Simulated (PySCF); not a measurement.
## Molecular orbitals of KMg

r²SCAN at R = 4.044 Å; PySCF, no relativity, basis sets K 3-21G, Mg 3-21G. State: ²Σ⁺ (doublet), unpaired electrons σ ↑. Only the outer orbitals are listed, counted within each symmetry.

| spin | orbital | occ. | ε (eV) | on K (%) | main shells (%) |
| --- | --- | --- | --- | --- | --- |
| α | 7σ | 1 | -36.64 | 100 | 100 K s |
| α | 3π | 1 | -19.63 | 100 | 100 K p |
| α | 3π | 1 | -19.63 | 100 | 100 K p |
| α | 8σ | 1 | -19.61 | 100 | 100 K p |
| α | 9σ | 1 | -4.83 | 7 | 93 Mg s |
| α | 10σ | 1 | -2.62 | 74 | 73 K s, 22 Mg p |
| α | 11σ | 0 | -1.46 | 55 | 45 Mg p, 41 K p, 14 K s |
| α | 4π | 0 | -1.41 | 40 | 60 Mg p, 40 K p |
| α | 4π | 0 | -1.41 | 40 | 60 Mg p, 40 K p |
| β | 7σ | 1 | -36.61 | 100 | 100 K s |
| β | 3π | 1 | -19.60 | 100 | 100 K p |
| β | 3π | 1 | -19.60 | 100 | 100 K p |
| β | 8σ | 1 | -19.57 | 100 | 100 K p |
| β | 9σ | 1 | -4.61 | 2 | 97 Mg s |
| β | 10σ | 0 | -1.65 | 76 | 68 K s, 21 Mg p, 8 K p |
| β | 4π | 0 | -1.21 | 20 | 80 Mg p, 20 K p |
| β | 4π | 0 | -1.21 | 20 | 80 Mg p, 20 K p |

**Question.** Which are the highest filled and the lowest empty level, where do they sit, and how wide is the gap?

**Answer.** Highest filled α 10σ at -2.62 eV (in %: 73 K s, 22 Mg p); lowest empty β 10σ at -1.65 eV (in %: 68 K s, 21 Mg p, 8 K p); the gap at r²SCAN is 0.97 eV.

* bond order (Mayer): 0.39
* ⟨S²⟩: 0.762
* charge on K (Mulliken, basis-dependent): 0.17
* charge on K (Löwdin, basis-dependent): -0.03
* dipole moment (positive dipole means K(−)Mg(+)): -2.36 D

3-21G is very small, so such numbers show the basis as much as the molecule. The state was picked by a PBE0 search and need not be the measured ground state.
